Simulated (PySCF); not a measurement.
Highest occupied level (eV) of eight silicon and germanium compounds: PBE beside HF, computed with PySCF for isolated molecules in the bases named; differences from unrounded values. The eight are the first of their class met in an unordered collection, after screening for sound electronic states; none was chosen by its value. Each molecule has one DFT geometry for both levels.

| molecule | basis | HF | PBE | difference |
|---|---|---|---|---|
| GeH7NOSi, SMILES [OH][GeH2][NH][SiH3] | def2-TZVP | -10.95 | -6.19 | 4.76 |
| CH4ClNOSi2, SMILES [SiH2]1N=CO[Si@@H]1Cl | def2-TZVP | -10.53 | -6.29 | 4.24 |
| 1,3-oxasiletane-2,4-dione (C2H2O3Si), SMILES O=C1OC(=O)[SiH2]1 | def2-TZVP | -11.70 | -6.54 | 5.16 |
| F₂H₄OSi₂, SMILES O[Si](F)(F)[SiH3] | def2-TZVP | -12.22 | -7.86 | 4.36 |
| C3H11NSi2, SMILES C=C([SiH3])N(C)[SiH3] | def2-TZVP | -8.58 | -5.13 | 3.45 |
| CH3Cl2NSi2, SMILES Cl[Si]1(Cl)N=C[SiH2]1 | def2-TZVP | -10.63 | -6.00 | 4.63 |
| Si(F)(OH)2(OSiH3) (FH5O3Si2), SMILES O[Si](O)(F)O[SiH3] | def2-TZVP | -12.68 | -7.51 | 5.16 |
| C2H10Si4, SMILES C1=C[Si@H]([SiH2]1)[SiH2][SiH3] | def2-TZVP | -9.61 | -6.37 | 3.24 |

PBE lies below HF in 0 and above it in 8 of the eight; the mean signed difference is 4.38 and the largest 5.16 eV.
